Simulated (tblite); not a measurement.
C2H13ClGeSi3.
Atom-mapped SMILES: `[CH3:1][Si@:2]([GeH3:3])([CH2:4][SiH3:5])[SiH2:6][Cl:7]` (hydrogens: H8, H9, H10 on C1; H11, H12, H13 on Ge3; H14, H15 on C4; H16, H17, H18 on Si5; H19, H20 on Si6)

Computed with GFN2-xTB (tblite), gas phase: L-BFGS steps from a force-field or distance-geometry start until the largest atomic force falls under 0.01 eV/Å.

Step 0: E = -614.4087 eV
```
atom  x, y, z in Å  |  force x, y, z in eV/Å
C1     -0.5582   -1.2274   -1.9784   -0.503  -0.429  -0.966
Si2    -0.2827   -0.2336   -0.4303    0.296   0.281   0.012
Ge3    -1.1099    1.8914   -0.7256   -0.281   0.272  -0.019
C4      1.5630   -0.1747   -0.0908    0.684  -0.570  -0.115
Si5     1.9417    0.7947    1.4733    0.405   0.330   0.351
Si6    -1.3745   -1.2297    1.2554   -0.096  -0.813   0.980
Cl7    -0.5048   -3.0955    1.6256   -0.473   0.762  -0.051
H8     -0.1709   -2.2493   -1.8357   -0.293   0.434  -0.368
H9     -0.0355   -0.7423   -2.8236   -0.419  -0.509   0.241
H10    -1.6586   -1.2668   -2.1874    1.048  -0.126  -0.086
H11    -2.6099    1.7958   -1.1532    0.699   0.419   0.168
H12    -1.0148    2.6854    0.5995   -0.228  -0.022  -0.727
H13    -0.3097    2.6109   -1.8269   -0.486   0.103   0.390
H14     1.9457   -1.2185    0.0388   -0.145   0.831  -0.291
H15     2.0729    0.2997   -0.9427    0.019  -0.337   0.249
H16     1.4634    2.1796    1.3268    0.056  -0.087   0.019
H17     1.2948    0.1724    2.6292    0.008  -0.008   0.014
H18     3.3956    0.8061    1.6811   -0.037   0.027   0.019
H19    -2.7821   -1.3958    0.8918   -0.068  -0.191   0.240
H20    -1.2707   -0.3919    2.4702   -0.187  -0.367  -0.058
```

Step 1: E = -614.5214 eV
```
atom  x, y, z in Å  |  force x, y, z in eV/Å
C1     -0.5654   -1.2335   -1.9922   -0.059  -0.094  -0.230
Si2    -0.2785   -0.2295   -0.4302    0.112  -0.030  -0.015
Ge3    -1.1139    1.8953   -0.7259   -0.174   0.162  -0.022
C4      1.5728   -0.1828   -0.0924    0.301   0.027   0.103
Si5     1.9474    0.7994    1.4783    0.245   0.134   0.149
Si6    -1.3759   -1.2413    1.2694   -0.035  -0.512   0.520
Cl7    -0.5115   -3.0846    1.6249   -0.382   0.548   0.007
H8     -0.1751   -2.2431   -1.8410   -0.208   0.171  -0.343
H9     -0.0415   -0.7496   -2.8202   -0.258  -0.351  -0.065
H10    -1.6436   -1.2686   -2.1886    0.426  -0.153  -0.219
H11    -2.5999    1.8018   -1.1508    0.582   0.405   0.136
H12    -1.0181    2.6851    0.5891   -0.221   0.026  -0.635
H13    -0.3166    2.6124   -1.8213   -0.452   0.131   0.343
H14     1.9437   -1.2066    0.0346    0.070   0.279  -0.216
H15     2.0732    0.2949   -0.9391    0.134  -0.254   0.098
H16     1.4642    2.1784    1.3270    0.044  -0.038   0.015
H17     1.2949    0.1723    2.6294    0.020   0.004   0.011
H18     3.3951    0.8065    1.6814    0.081   0.037   0.049
H19    -2.7831   -1.3985    0.8952   -0.048  -0.192   0.251
H20    -1.2734   -0.3972    2.4694   -0.180  -0.301   0.065
```

Step 2: E = -614.6091 eV
```
atom  x, y, z in Å  |  force x, y, z in eV/Å
C1     -0.5698   -1.2386   -2.0044    0.334   0.193   0.376
Si2    -0.2735   -0.2289   -0.4306   -0.079  -0.195   0.101
Ge3    -1.1207    1.9017   -0.7266    0.066  -0.107  -0.018
C4      1.5856   -0.1850   -0.0899   -0.147   0.475   0.229
Si5     1.9571    0.8052    1.4847    0.059  -0.032   0.007
Si6    -1.3775   -1.2612    1.2904   -0.073   0.055  -0.094
Cl7    -0.5257   -3.0639    1.6248   -0.163   0.057   0.119
H8     -0.1830   -2.2356   -1.8534   -0.042  -0.220  -0.255
H9     -0.0516   -0.7630   -2.8209   -0.011  -0.107  -0.414
H10    -1.6251   -1.2739   -2.1958   -0.318  -0.150  -0.316
H11    -2.5785    1.8163   -1.1458    0.292   0.368   0.056
H12    -1.0260    2.6857    0.5659   -0.198   0.133  -0.419
H13    -0.3330    2.6169   -1.8088   -0.360   0.190   0.225
H14     1.9450   -1.1937    0.0265    0.269  -0.269  -0.095
H15     2.0774    0.2854   -0.9348    0.255  -0.093  -0.087
H16     1.4659    2.1768    1.3276    0.033   0.021   0.015
H17     1.2956    0.1724    2.6298    0.043   0.021  -0.001
H18     3.3974    0.8077    1.6830    0.225   0.047   0.086
H19    -2.7849   -1.4054    0.9042   -0.022  -0.189   0.260
H20    -1.2798   -0.4083    2.4710   -0.163  -0.198   0.226
```

Step 3: E = -614.6484 eV
```
atom  x, y, z in Å  |  force x, y, z in eV/Å
C1     -0.5673   -1.2384   -2.0052    0.225   0.198   0.353
Si2    -0.2723   -0.2309   -0.4288   -0.111  -0.180   0.146
Ge3    -1.1224    1.9025   -0.7272    0.184  -0.234  -0.012
C4      1.5892   -0.1797   -0.0858   -0.170   0.323   0.169
Si5     1.9623    0.8076    1.4880    0.031  -0.044   0.002
Si6    -1.3796   -1.2687    1.2984   -0.112   0.312  -0.276
Cl7    -0.5342   -3.0544    1.6267   -0.042  -0.202   0.169
H8     -0.1870   -2.2357   -1.8626    0.026  -0.317  -0.197
H9     -0.0561   -0.7705   -2.8273    0.064  -0.028  -0.442
H10    -1.6214   -1.2785   -2.2035   -0.342  -0.118  -0.268
H11    -2.5649    1.8284   -1.1428    0.094   0.332  -0.001
H12    -1.0325    2.6882    0.5494   -0.176   0.199  -0.266
H13    -0.3456    2.6219   -1.8000   -0.280   0.226   0.133
H14     1.9495   -1.1915    0.0215    0.235  -0.223  -0.046
H15     2.0831    0.2799   -0.9342    0.244  -0.020  -0.103
H16     1.4672    2.1763    1.3281    0.033   0.040   0.020
H17     1.2965    0.1727    2.6299    0.051   0.023   0.001
H18     3.4018    0.8090    1.6850    0.242   0.049   0.095
H19    -2.7861   -1.4113    0.9121   -0.043  -0.184   0.246
H20    -1.2852   -0.4162    2.4752   -0.154  -0.152   0.275
```

**Question.** Estimate the geometry and energy of step 4. (The exact step hangs on the optimiser's Hessian estimate; all steps are aligned on step 3, rigid shifts and turns removed.)

**Answer.** E = -614.7108 eV, largest force 0.666 eV/Å
```
atom  x, y, z in Å  |  force x, y, z in eV/Å
C1     -0.5614   -1.2352   -2.0026   -0.027  -0.008  -0.035
Si2    -0.2721   -0.2371   -0.4217   -0.038  -0.115   0.124
Ge3    -1.1207    1.8980   -0.7285    0.321  -0.380   0.007
C4      1.5939   -0.1678   -0.0762   -0.053  -0.082  -0.083
Si5     1.9732    0.8118    1.4950    0.055  -0.020   0.020
Si6    -1.3868   -1.2741    1.3069   -0.127   0.544  -0.363
Cl7    -0.5497   -3.0434    1.6343    0.110  -0.500   0.215
H8     -0.1934   -2.2427   -1.8835    0.068  -0.241  -0.092
H9     -0.0630   -0.7848   -2.8478    0.082   0.026  -0.242
H10    -1.6192   -1.2889   -2.2224   -0.146  -0.029  -0.102
H11    -2.5397    1.8575   -1.1379   -0.279   0.244  -0.109
H12    -1.0482    2.6977    0.5147   -0.121   0.318   0.047
H13    -0.3742    2.6364   -1.7817   -0.089   0.294  -0.074
H14     1.9614   -1.1890    0.0115    0.100   0.003   0.051
H15     2.0981    0.2698   -0.9347    0.122   0.069  -0.009
H16     1.4703    2.1765    1.3295    0.041   0.058   0.032
H17     1.2994    0.1739    2.6303    0.058   0.020   0.018
H18     3.4148    0.8124    1.6908    0.195   0.050   0.096
H19    -2.7895   -1.4262    0.9319   -0.137  -0.169   0.191
H20    -1.2983   -0.4339    2.4890   -0.136  -0.083   0.310
```

The energy changes by -0.0624 eV. The first-order estimate −F·Δx gives -0.0951 eV and the mean of the old and new forces, exact on a quadratic surface, -0.0619 eV. The step makes an angle of 49° with the force vector and moves no atom by more than 0.039 Å.

What follows is the cost of the whole relaxation. On an Arm Neoverse N1 with one thread, no GPU, on a shared host, this took 3.1 s of wall time.
